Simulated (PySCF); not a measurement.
Species: C6H11ClOSi.
SMILES: `C=CC[C@@H]1[SiH2]OC[C@H]1Cl`

The closed-shell ground state was solved at several levels (PySCF, density fitting, gas phase, non-relativistic). One conformer (not necessarily the lowest) at the PBE0-D3(BJ)/def2-SVP geometry, without solvent, vibrations or thermal averaging.

```tsv
level	basis functions	HOMO (eV)	LUMO (eV)	gap (eV)	dipole (D)
PBE0/pcSseg-1	222	-7.76	-0.07	7.69	1.41
PBE/pcSseg-1	222	-6.59	-1.07	5.52	1.27
```

What might CAM-B3LYP/def2-SVPD (282 basis functions) give for the same quantities?

HOMO -9.10 eV, LUMO 0.74 eV, gap 9.84 eV, dipole 1.44 D.

Over all these levels, which gives the widest orbital gap and which the narrowest?

CAM-B3LYP/def2-SVPD (range-separated hybrid) has the widest, 9.84 eV, and PBE/pcSseg-1 (GGA) the narrowest, 5.52 eV. Functional and basis both differ between the two, so the spread mixes both effects.

How far do the dipole and the HOMO energy spread over the levels?

The dipole runs from 1.27 to 1.44 D (mean 1.37 D) and the HOMO from -9.10 to -6.59 eV.
